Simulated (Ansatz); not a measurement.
The cluster Ge2S5⁻. Total charge -1; doublet. Geometry B3LYP-D4/def2-SVPD, basis def2-SVP, Ansatz.

| atom | x (Å) | y (Å) | z (Å) |
| --- | --- | --- | --- |
| Ge1 | 0.0334 | -0.3337 | -1.9731 |
| Ge2 | 0.7313 | -0.3562 | 1.3436 |
| S3 | 1.5769 | -1.3579 | -0.6512 |
| S4 | -0.2399 | 1.5560 | -0.2605 |
| S5 | -2.3026 | 1.0757 | -0.3509 |
| S6 | 2.2554 | 0.4056 | 2.6167 |
| S7 | -2.0544 | -0.9894 | -0.7246 |

| run | HOMO (eV) | LUMO (eV) |
| --- | --- | --- |
| A | -0.18 | 0.24 |
| B | -2.63 | 1.38 |
| C | -1.60 | 0.43 |
| D | -0.47 | -0.01 |
| E | -0.51 | -0.18 |
| F | -0.84 | -0.11 |

Another isomer (doublet) lies 1.64 eV lower at PBE0-D4/def2-SVP; other spin states weren't run for this one.

HOMO and LUMO are taken over both spins.

Problem. The runs used BLYP, CAM-B3LYP, LDA (SPW92), PBE, PBE0, r2SCAN. Estimate which is which.

Solution. A BLYP (0 % exact exchange); B CAM-B3LYP (range-separated); C PBE0 (25 % exact exchange); D PBE (0 % exact exchange); E LDA (SPW92) (0 % exact exchange); F r2SCAN (0 % exact exchange). Exact exchange lowers occupied and raises empty levels; among semilocal functionals meta-GGAs tend to open the gap a little, and such runs are hard to tell apart. The gap grows from 0.33 eV (LDA (SPW92)) to 4.02 eV (CAM-B3LYP).
